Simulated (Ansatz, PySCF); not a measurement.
System: PO, charge 0, multiplicity 2. 
Structure (B3LYP-D3(BJ)/def2-TZVP (Ansatz, a program for electronic structure) minimum search):
```xyz
2

P      0.0000     0.0000    -0.5147
O      0.0000     0.0000     0.9651
```
Charge 0, spin multiplicity 2.

Dipole moments at this geometry, in debye (magnitudes).

| level | program | dipole (D) |
|---|---|---|
| HF/def2-TZVPD | PySCF | 2.59 |
| PBE/def2-TZVPD | Ansatz | 1.78 |
| r2SCAN/def2-TZVPD | Ansatz | 1.84 |
| BHLYP/def2-TZVPD | Ansatz | 2.29 |
| TPSSh/def2-TZVPD | PySCF | 1.88 |
| r2SCAN0/def2-TZVPD | Ansatz | 2.05 |
| PW6B95/def2-TZVPD | PySCF | 2.06 |
| M06-2X/def2-TZVPD | PySCF | 2.19 |
| HSE06/def2-TZVPD | Ansatz | 1.99 |
| CAM-B3LYP/def2-TZVPD | Ansatz | 2.16 |
| LC-wPBE/def2-TZVPD | Ansatz | 2.13 |
| wB97M-V/def2-TZVPD | Ansatz | … |
| wB97X-V/def2-TZVPD | Ansatz | 2.09 |
| CCSD(T)/aug-cc-pV(D+d)Z | Ansatz | … |

Q: What belongs in the gaps?

A: 
- wB97M-V/def2-TZVPD, dipole (D): 2.11
- CCSD(T)/aug-cc-pV(D+d)Z, dipole (D): 1.92
